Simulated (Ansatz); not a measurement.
Geometry optimisation, Ansatz 0.2.0, UKS PBE0-D4/STO-3G.

input.yaml

```yaml
crystal:
  periodic: [false, false, false]
  atoms:
    - { symbol: B, position_ang: [-1.634, 0.4981, 0.3352] }
    - { symbol: C, position_ang: [-0.2062, 0.039, 0.3368] }
    - { symbol: B, position_ang: [0.4794, -0.2692, 1.6778] }
    - { symbol: C, position_ang: [0.5138, -0.1058, -0.7902] }
    - { symbol: C, position_ang: [1.0833, -0.2818, -1.9273] }
    - { symbol: H, position_ang: [-2.2747, 0.7061, 1.3344] }
    - { symbol: H, position_ang: [-2.1978, 0.7822, -0.6963] }
    - { symbol: H, position_ang: [1.6704, -0.6329, 1.6975] }
    - { symbol: H, position_ang: [-0.0557, -0.114, 2.7588] }
    - { symbol: H, position_ang: [2.1078, -0.6201, -1.8791] }
    - { symbol: H, position_ang: [0.579, -0.0587, -2.8269] }
magnetization:
  spin_polarized: true
basis:
  gaussian: { orbitals: STO-3G }
hamiltonian:
  xc: pbe0
  dispersion: d4
relax:
  f_tol: 0.02
  max_steps: 40
```

Launched with:

```bash
$ ansatz run input.yaml --threads 1 --pin off --max-ram 2048MiB --backend cpu --events-out ev --progress --plain --runs-dir out
```

Problem. Where does it end, and by what steps?

Solution. The run converged. The force dipped under the threshold on the way, but the program's further checks kept it going. Limits of this set-up: minimal basis. After 18 steps the energy has fallen by 1.678 eV; H11 moved furthest, 1.23 Å.

```json
{"step": "0", "energy less start (eV)": "0.0000", "largest force component (eV/Å)": "2.179", "accepted": "yes"}
{"step": "1", "energy less start (eV)": "-0.3071", "largest force component (eV/Å)": "1.043", "accepted": "yes"}
{"step": "2", "energy less start (eV)": "-0.5428", "largest force component (eV/Å)": "0.966", "accepted": "yes"}
{"step": "3", "energy less start (eV)": "-0.7943", "largest force component (eV/Å)": "1.366", "accepted": "yes"}
{"step": "4", "energy less start (eV)": "-1.0983", "largest force component (eV/Å)": "1.119", "accepted": "yes"}
{"step": "5", "energy less start (eV)": "-1.3714", "largest force component (eV/Å)": "0.781", "accepted": "yes"}
{"step": "6", "energy less start (eV)": "-1.5588", "largest force component (eV/Å)": "0.504", "accepted": "yes"}
{"step": "7", "energy less start (eV)": "-1.6572", "largest force component (eV/Å)": "0.258", "accepted": "yes"}
{"step": "8", "energy less start (eV)": "-1.6692", "largest force component (eV/Å)": "0.179", "accepted": "yes"}
{"step": "9", "energy less start (eV)": "-1.6763", "largest force component (eV/Å)": "0.099", "accepted": "yes"}
{"step": "10", "energy less start (eV)": "-1.6765", "largest force component (eV/Å)": "0.109", "accepted": "yes"}
{"step": "11", "energy less start (eV)": "-1.6761", "largest force component (eV/Å)": "0.078", "accepted": "no"}
{"step": "12", "energy less start (eV)": "-1.6772", "largest force component (eV/Å)": "0.049", "accepted": "yes"}
{"step": "13", "energy less start (eV)": "-1.6772", "largest force component (eV/Å)": "0.048", "accepted": "no"}
{"step": "14", "energy less start (eV)": "-1.6772", "largest force component (eV/Å)": "0.067", "accepted": "no"}
{"step": "15", "energy less start (eV)": "-1.6774", "largest force component (eV/Å)": "0.025", "accepted": "yes"}
{"step": "16", "energy less start (eV)": "-1.6769", "largest force component (eV/Å)": "0.137", "accepted": "no"}
{"step": "17", "energy less start (eV)": "-1.6776", "largest force component (eV/Å)": "0.005", "accepted": "yes"}
{"step": "18", "energy less start (eV)": "-1.6776", "largest force component (eV/Å)": "0.007", "accepted": "yes"}
```

```xyz
11
Properties=species:S:1:pos:R:3
B -1.729 0.359 0.322
C -0.220 0.052 0.397
B 0.588 -0.080 1.705
C 0.441 -0.114 -0.762
C 1.083 -0.275 -1.888
H -2.346 0.509 1.308
H -2.270 0.443 -0.717
H 1.737 -0.316 1.676
H 0.052 0.057 2.740
H 1.176 -1.262 -2.356
H 1.553 0.570 -2.404
```

Whether the end is a true minimum wasn't checked by a vibrational analysis.

Time of the run: 74 s on 1 CPU thread of a shared host.
